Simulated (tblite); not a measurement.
Species: C4H8BrGaS.
SMILES with atom numbers: `[CH3:1][S:2]/[CH:3]=[C:4](\[CH3:5])[GaH:6][Br:7]` (hydrogens: H8, H9, H10 on C1; H11 on C3; H12, H13, H14 on C5; H15 on Ga6)

Computed with GFN2-xTB (tblite), gas phase: L-BFGS steps from a force-field or distance-geometry start until the largest atomic force falls under 0.01 eV/Å.

Geometry at step 94:
```
atom  x, y, z in Å
C1     -2.8857    0.8200   -0.6528
S2     -1.7512   -0.6031   -0.5309
C3     -0.3635    0.1527    0.2428
C4      0.8496   -0.3932    0.3618
C5      1.2450   -1.7385   -0.1723
Ga6     2.3054    0.8462    1.0209
Br7     4.3859    0.6801    0.0770
H8     -3.8315    0.4218   -1.0139
H9     -3.0265    1.2712    0.3303
H10    -2.4989    1.5416   -1.3715
H11    -0.5855    1.1448    0.6298
H12     2.2186   -1.6704   -0.6720
H13     0.4937   -2.1161   -0.8649
H14     1.3456   -2.4645    0.6432
H15     2.0946    2.1157    1.9506
```

Question: Give the atomic forces at this geometry.

Answer: 
```tsv
atom	Fx (eV/Å)	Fy (eV/Å)	Fz (eV/Å)
C1	0.014	-0.041	0.043
S2	-0.120	0.006	0.019
C3	0.068	0.099	-0.040
C4	0.003	0.062	-0.022
C5	-0.065	-0.009	0.136
Ga6	-0.012	0.012	-0.047
Br7	-0.006	-0.020	0.080
H8	0.072	0.015	0.043
H9	0.053	-0.060	-0.146
H10	0.016	-0.052	0.115
H11	0.033	-0.077	0.009
H12	-0.050	-0.027	-0.045
H13	0.033	0.027	-0.068
H14	-0.015	0.112	-0.036
H15	-0.021	-0.046	-0.041
```

The largest, 0.17 eV/Å, acts on H9; the rms over all components is 0.059 eV/Å. The forces sum to zero within rounding, as they must for an isolated molecule in no field.

Question: Give the force on H9 in Eh/bohr and in nN.

Answer: 0.167 eV/Å ÷ 51.422 = 0.00324 Eh/bohr, and 0.167 eV/Å × 1.602 = 0.27 nN.

Question: How far is this geometry from the end of the optimisation?

Answer: 0.075 eV above it, and 0.365 Å rms away after alignment. The bonds farthest from their final lengths, with half the difference of the two atoms' forces along the bond (positive lengthens):

```
   bond  now (Å)  final (Å)  force along bond (eV/Å)
 C4–Ga6    2.022      2.011                    -0.02
  C1–S2    1.824      1.816                    -0.06
Ga6–Br7    2.291      2.283                    -0.02
  C1–H9    1.091      1.086                    -0.09
 C5–H14    1.096      1.093                    -0.10
Ga6–H15    1.588      1.584                    -0.02
```

The angle farthest from its final value is C4–Ga6–H15, 125.8° against 120.3°.

What follows is the cost of the whole relaxation. Hardware: one thread, Arm Neoverse N1 (aarch64), no GPU, shared host with 64 logical CPUs at a one-minute load of 59. Cost: 2.1 s wall.
